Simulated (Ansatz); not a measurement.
Species: 2-methylselanylselenophene, C5H6Se2, charge 0, multiplicity 1. 
Structure (B3LYP-D3(BJ)/def2-TZVP (Ansatz, a quantum-chemistry and plane-wave program) minimum search):
SMILES: [se]1cccc1[Se]C
```xyz
13

C      2.5835    -0.7436     0.4633
Se     1.6075     0.2730    -0.9143
C     -0.1574    -0.2136    -0.4040
C     -0.9560    -1.1415    -1.0040
C     -2.2544    -1.2933    -0.4343
C     -2.5153    -0.4893     0.6306
Se    -1.0633     0.6154     1.0275
H      2.2957    -0.3925     1.4503
H      3.6417    -0.5528     0.2944
H      2.3706    -1.8031     0.3530
H     -0.6141    -1.7201    -1.8513
H     -2.9774    -2.0005    -0.8184
H     -3.4226    -0.4467     1.2112
```
Charge 0, spin multiplicity 1.

Basis-set convergence of Hartree-Fock and CCSD(T) correlation energies (hartree) with Ansatz. Correlated levels leave the core frozen unless marked. No spin-orbit coupling. The frozen core is the preceding noble-gas configuration, with the filled d and f shells of earlier blocks. No relativistic terms.

The Hartree-Fock reference is unstable (checked in the largest basis), which strains HF and MP2. 

```tsv
basis	functions	E(HF)	E(corr, CCSD(T))
cc-pVDZ	154	-4992.43236	-0.99874
cc-pVTZ	320	-4992.63796	-1.22394
cc-pVQZ	591	-4992.65660	-1.29525
```

Extrapolating the two largest sets (X = 3 and 4) as X^-3: E(corr) = (64·(-1.29525) - 27·(-1.22394))/37 = -1.3473 Eh, an estimate of the basis-set limit. The largest set recovers 96.1 % of it, the smallest 74.1 %.
